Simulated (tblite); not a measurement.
Species: C₄H₁₇PSi₃.
SMILES with atom numbers: `[CH3:1][C:2]([CH3:3])([CH3:4])[Si@@H:5]([SiH3:6])[SiH2:7][PH2:8]` (hydrogens: H9, H10, H11 on C1; H12, H13, H14 on C3; H15, H16, H17 on C4; H18 on Si5; H19, H20, H21 on Si6; H22, H23 on Si7; H24, H25 on P8)

The geometry is computed with GFN2-xTB (gas phase).

Task: List the bond lengths, angles and torsions at this level.

Result: 
```
                     bond  length (Å)
      C1–C2, C2–C3, C2–C4       1.528
                   C2–Si5       1.937
                  Si5–Si6       2.325
                  Si5–Si7       2.337
                   Si7–P8       2.245
   C1–H9 and 8 like bonds       1.090
                  Si5–H18       1.485
Si6–H19, Si6–H20, Si6–H21       1.465
                  Si7–H22       1.471
                  Si7–H23       1.470
           P8–H24, P8–H25       1.381
```

Bonds in one row agree within 0.01 Å and their mean is given. A selection of angles:
```
      angle  degrees
   C2–C1–H9    111.2
  H9–C1–H10    108.5
  H9–C1–H11    108.0
   C1–C2–C3    109.2
  C1–C2–Si5    109.4
  C2–C3–H12    110.5
 C2–Si5–Si6    110.3
 C2–Si5–Si7    110.1
 C2–Si5–H18    104.2
Si6–Si5–Si7    113.5
Si6–Si5–H18    108.9
Si7–Si5–H18    109.3
Si5–Si6–H19    113.7
Si5–Si6–H20    110.6
H19–Si6–H20    106.6
H19–Si6–H21    105.5
 Si5–Si7–P8    113.7
Si5–Si7–H22    111.9
Si5–Si7–H23    113.2
 P8–Si7–H22    109.4
 P8–Si7–H23    103.0
H22–Si7–H23    104.9
 Si7–P8–H24     95.0
 H24–P8–H25     92.1
```

Dihedral angles: C1–C2–Si5–Si6 -74° (synclinal); C2–Si5–Si7–P8 35° (synclinal).

Of the pairs four or more bonds apart, P8···H15 is among the closest relative to their van der Waals radii: 2.66 Å, 89 % of the sum of Bondi's values. Si7 (SiH2 silicon) is distorted tetrahedral (angles from 103.0° to 113.7°). Si6 (SiH3 silicon) is distorted tetrahedral (angles from 105.5° to 113.7°). All 3 C–C bonds measure 1.527 to 1.529 Å. Si5 (SiH silicon) is distorted tetrahedral (angles from 104.2° to 113.5°). P8 (three-coordinate phosphorus) is pyramidal (angles 95.4°, 95.0° and 92.1°, sum 282.5°, 0.84 Å off the plane of its three neighbours).

Point group: C1 (no symmetry element, even within 0.4 Å). Its GFN2-xTB frequencies are all real (lowest 24 cm⁻¹). One conformer, not necessarily the lowest (C2–Si5–Si7–P8 35°, Si5–Si7–P8–H 70° and 163°). 3 starts were optimised and ended at 0.00, 0.00 and 0.11 kcal/mol (GFN2-xTB); the lowest of these is shown.

On one thread, Arm Neoverse N1 (aarch64) (shared host), this took 6.2 s of wall time. That covers the optimisation of the geometry.
